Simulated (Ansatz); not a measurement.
Cartesian coordinates in Å:
```
Si -0.9705 0.3281 -0.5124
O 0.2580 0.1688 0.5479
Al 1.5771 -0.0796 1.5507
Br 3.1916 -1.5568 0.9281
H -0.7578 -0.5624 -1.6828
H -2.2511 -0.0347 0.1485
H -1.0472 1.7366 -0.9801
```

The species carries charge 0 and has multiplicity 2.

Q: List the PBE/def2-TZVPP orbital energies in eV (Ansatz 0.2.0). (Best estimate.)

A: Computed: α occupied: -13088.87, -1780.08, -1682.00, -1516.36, -1516.32, -1516.31, -1508.00, -510.38, -228.79, -170.92, -170.78, -170.76, -137.75, -108.16, -94.53, -94.46, -94.46, -70.21, -70.12, -70.05, -67.60, -67.56, -67.55, -67.44, -67.44, -24.40, -19.16, -13.88, -11.11, -9.63, -9.55, -9.34, -7.76, -7.76, -7.46, -7.33, -5.41. α empty: -2.30, -0.81, 0.00, 0.63, 0.93, 0.94, 1.05, 2.17. β occupied: -13088.86, -1780.08, -1682.00, -1516.35, -1516.31, -1516.30, -1507.94, -510.34, -228.78, -170.89, -170.78, -170.75, -137.75, -108.06, -94.52, -94.46, -94.46, -70.11, -70.00, -69.95, -67.57, -67.54, -67.52, -67.43, -67.43, -24.34, -19.05, -13.81, -11.02, -9.55, -9.52, -9.14, -7.72, -7.68, -7.43, -7.28. β empty: -3.90, -1.41, -0.60, 0.54, 0.95, 0.95, 1.02, 1.13. ⟨S²⟩ = 0.752.
